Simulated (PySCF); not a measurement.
## Correlation energy of Cr(6+) (chromium, charge +6)

Starting occupation: [Ar]. Computed with PySCF 2.14 in an uncontracted even-tempered set (20 s from 0.071 bohr⁻², ratio 2.6; 14 p from 0.093 bohr⁻², ratio 2.6; 7 d from 0.095 bohr⁻², ratio 2.8; 3 f from 4.9 bohr⁻², ratio 2.8), with X2C-1e with screened-nucleus spin-orbit coupling, Gaussian nucleus. Frozen: [Ne]; 8 electrons correlated; the 58 highest virtual spinors left out.

MP2 pair energies summed by pair of shells (mhartree):

```tsv
pair	energy	share (%)
3p3/2-3p3/2	-90.89	36.2
3p1/2-3p3/2	-88.08	35.0
3p3/2-3s1/2	-25.87	10.3
3p1/2-3p1/2	-23.45	9.3
3p1/2-3s1/2	-13.04	5.2
3s1/2-3s1/2	-10.09	4.0
```

Total MP2 correlation energy: -251.41 mhartree.

The virtual space was cut to 56 spinors, which keep -241.47 of the -251.41 mhartree of MP2 correlation.

```json
{"level": "CCSD", "correlation energy (mhartree)": "-263.32"}
{"level": "(T)", "correlation energy (mhartree)": "-3.58"}
{"level": "CCSD(T)", "correlation energy (mhartree)": "-266.90"}
```

Diagnostics: T1 = 0.0015, largest double amplitude 0.051.

Cost of the coupled-cluster step: of the order of 20 core-seconds, for 8 occupied and 56 virtual spinors.

The coupled-cluster values are those of the cut space; adding the MP2 remainder, -9.94 mhartree, estimates the full space.
